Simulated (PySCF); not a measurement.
**Two-component Hartree-Fock for Ba (barium, neutral)**

Start: [Xe] 6s1 7s1; 6s1/2 filled at m_j = +1/2; 7s1/2 filled at m_j = +1/2. Calculated with PySCF 2.14 in x2c-TZVPall-2c with one added diffuse shell each of s, p, d type (12s12p10d1f, 105 functions): generalised Hartree-Fock with the X2C-1e Hamiltonian and a Gaussian nucleus; spin-orbit coupling (SO) screened by Boettger's factors. This is a chosen level, not necessarily the ground level.

```
spinor shell  electrons  ε, screened SO (eV)  weight of nominal j (screened SO)  rms radius, screened SO (bohr)
       1s1/2          2             -37622.9                              1.000                          0.0292
       2s1/2          2              -6055.0                              1.000                           0.119
       2p1/2          2              -5690.7                              1.000                           0.102
       2p3/2          4              -5305.7                              1.000                           0.108
       3s1/2          2              -1325.7                              1.000                           0.311
       3p1/2          2              -1171.5                              1.000                           0.303
       3p3/2          4              -1095.0                              1.000                           0.315
       3d3/2          4              -827.05                              1.000                           0.287
       3d5/2          6              -810.98                              1.000                           0.290
       4s1/2          2              -281.60                              1.000                           0.715
       4p1/2          2              -223.08                              1.000                           0.744
       4d3/2          4              -109.19                              1.000                           0.856
       4d5/2          6              -106.40                              1.000                           0.867
       5s1/2          2              -46.246                              1.000                            1.76
       5p1/2          2              -28.673                              0.999                            1.98
       5p3/2          4              -26.374                              1.000                            2.07
       6s1/2          1               -6.909                              1.000                            4.78
       7s1/2          1               -1.796                              1.000                            12.0
```

(1) Where does 4p3/2 lie, and what is the 4p spin-orbit splitting (screened SO)?

```tsv
quantity	screened SO
E (hartree)	-8133.17299
M_J	1
⟨J²⟩	2.001
⟨L²⟩	0.036
⟨S²⟩	2.037
```

Breit and QED terms are absent; they matter most for the inner s and p1/2 levels.

Densities and radii are taken from the X2C orbitals without a picture-change correction, which distorts them close to the nucleus.

Answers

(1) At -207.01 eV, 16.078 eV above 4p1/2.
